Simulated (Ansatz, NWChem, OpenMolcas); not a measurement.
## How basis sets differ on InH3 (SMILES [InH3])

InH3: 4 atoms, total charge 0, spin state singlet. SMILES: `[InH3]`. The shape is that of a PBE0-D4/def2-TZVP optimisation.

```xyz
4

In    0.0000    0.0000    0.0000
H     0.0000    0.0000    1.7241
H     1.4930    0.0000   -0.8620
H    -1.4931    0.0001   -0.8620
```

Quantity: the HOMO–LUMO gap, in eV. The values are calculated.

```tsv
level	kind	program	value (eV)
HF/ANO-R0 (sfX2C)	Hartree–Fock	OpenMolcas	10.97
HF/STO-3G	Hartree–Fock	NWChem	14.38
HF/STO-3G (RICD fitting)	Hartree–Fock	OpenMolcas	14.43
HF/3-21G	Hartree–Fock	Ansatz	11.59
HF/def2-SVP (core potential)	Hartree–Fock	NWChem	11.65
HF/def2-TZVP (core potential)	Hartree–Fock	OpenMolcas	11.49
```

All-electron rows without a relativistic Hamiltonian named are non-relativistic, while core potentials hold scalar relativity, so basis and relativity change together. The values span 10.97 to 14.43 eV. A Hartree–Fock LUMO above zero doesn't converge with the basis: it sinks as sets grow more diffuse. Orbital gaps aren't excitation energies.
